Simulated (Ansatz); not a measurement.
Wavefunction ladder for `Cl[B]Br` radical

```xyz
3

Cl   -1.026   -1.220    0.025
B    -0.348    0.328   -0.269
Br    1.374    0.892    0.243
```

The species carries charge 0 and has multiplicity 2. Correlated methods include outer-core shells of Br, which these sets cover unevenly. Scalar relativity is left out up to krypton. Geometry: relaxed with PBE0-D4/def2-TZVP. Frozen core, unrestricted reference, Ansatz 0.2.0.

```tsv
basis	HF (Eh)	MP2 corr.
def2-SVP	-3056.13454	-0.42356
def2-TZVPP	-3056.63325	-0.53374
def2-QZVPP	-3056.69610	-0.87605
```

(1) Estimate the CCSD correlation energy and the (T) correction in each basis where they were run (hartree).

## Answers

(1) 
| basis | CCSD corr. | (T) |
| --- | --- | --- |
| def2-SVP | -0.44164 | -0.01185 |
| def2-TZVPP | -0.55784 | -0.02347 |
| def2-QZVPP | -0.87500 | -0.02979 |
